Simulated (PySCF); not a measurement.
The PySCF input:
```python
from pyscf import gto, scf, dft

mol = gto.M(
    atom='''
C    -3.02432759   -0.36605732   -0.46267382
O    -1.74116573   -0.90408221   -0.58682627
Si   -0.36835194   -0.22268459   -0.12446753
I    -0.08560339    1.92684926   -1.29354887
I     1.39807831   -1.75314368   -0.82918569
I    -0.41954572    0.07606580    2.32113707
H    -3.73126622   -1.09219153   -0.85894121
H    -3.25917980   -0.16471338    0.58581661
H    -3.10258284    0.56560786   -1.02900961
''',
    basis='def2-sv(p)',
    ecp={'I': 'def2-sv(p)'},
    verbose=4,
    max_memory=1800,
)

mf = dft.RKS(mol)
mf.xc = 'pbe'
mf = mf.density_fit(auxbasis='def2-universal-jkfit')
mf.kernel()
```

**Question.** What does this run give for the nuclear repulsion energy, dipole moment, HOMO energy, total energy, number of basis functions, Mulliken (on the basis functions themselves) charges in atom order?

**Answer.** 
| Quantity | Result |
|---|---|
| nuclear repulsion energy | 747.7767 Eh |
| dipole moment | 1.68 D |
| HOMO energy | -6.35 eV |
| total energy | -1297.3733 Eh |
| number of basis functions | 130 |
| Mulliken (on the basis functions themselves) charges in atom order | C1 -0.10, O2 -0.34, Si3 0.35, I4 -0.10, I5 -0.07, I6 -0.10, H7 0.13, H8 0.12, H9 0.12 |
